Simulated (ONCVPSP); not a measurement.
Ta (Z = 73): one change to an ONCV potential, before and after

tantalum, optimised norm-conserving Vanderbilt (ONCV), made with ONCVPSP 4.0.1 (PBE, non-relativistic). Core [Kr] 4d10 4f14, reference 5s2 5p6 5d3 6s1 6p1. Waves: 5s+6s: rc 2.25 bohr, ncon 4, nbas 8, qcut 5.9 1/bohr, 2 projectors; 5p+6p: rc 2.55 bohr, ncon 4, nbas 8, qcut 6.4 1/bohr, 2 projectors; 5d: rc 2.05 bohr, ncon 4, nbas 8, qcut 3.9 1/bohr, local. Local part: the d channel. Core correction: Teter function, fcfact 3.25, rcfact 1.35.

All-electron outer shells of the reference configuration (PBE, non-relativistic, ld1.x):

```
shell  level (eV)  outermost node (bohr)  outermost maximum (bohr)
   4d     -226.30                   0.22                      0.47
   5s      -61.60                   0.59                      1.07
   5p      -38.52                   0.61                      1.17
   4f      -33.60                      –                      0.44
   5d       -5.86                   0.65                      1.54
   6s       -5.33                   1.45                      3.03
   6p       -2.09                   1.65                      3.89
```

Change: core correction Teter function, fcfact 3.25, rcfact 1.66.

Cutoffs: the cutoffs (Ha) at which the residual kinetic energy of the hardest occupied pseudo-wave falls to 1 and 0.1 mHa per electron; they do not see the model core or the augmentation charge, which bear on the density cutoff. Errors are all-electron minus pseudo energies relative to the spin-unpolarised reference configuration.

How do hardness, ghosts and transferability respond?

The potential gets neither clearly harder nor softer (46 Ha and 56 Ha → 46 Ha and 56 Ha); both files keep a bound ghost (s); of the 3 tests that both files solve, the error grows in 2 and shrinks in 0 by more than 15 % and 0.3 meV (median size 0.3 → 1.6 meV). A model core, the more so a compact one, raises the density cutoff, which this test does not measure.

| quantity | base | changed |
| --- | --- | --- |
| cutoff, loose | 46 Ha | 46 Ha |
| cutoff, tight | 56 Ha | 56 Ha |
| bound ghosts | s | s |
| GHOST(+) flags under 300 eV | none | none |
| tests with a reliable result | 3 of 4 | 3 of 4 |
| error for 5s2 5p6 5d3 6s2 6p0, meV [ΔE -3.17 eV] | -0.3 | -1.6 |
| error for 5s2 5p6 5d3 6s1 6p0, meV [ΔE 4.22 eV] | +0.3 | -0.1 |
| error for 5s2 5p6 5d3 6s0 6p0, meV [ΔE 17.61 eV] | +2.8 | -6.3 |
| s: phases at 2.29 bohr within 0.05 rad from the reference energy up to (Ha; the scan ends near 5) | 3.4 | 3.4 |
| p: phases at 2.59 bohr within 0.05 rad from the reference energy up to (Ha; the scan ends near 5) | 3.1 | 3.1 |
| d: phases at 2.08 bohr within 0.05 rad from the reference energy up to (Ha; the scan ends near 5) | 1.6 | 1.6 |
| rms error of d²Exc/dni dnj with the model core, mHa | 0.50 | 1.76 |

 A true bound ghost makes a file unfit for plane-wave use even where its test errors are small: the radial tests pick states by their node count and pass the ghost by.
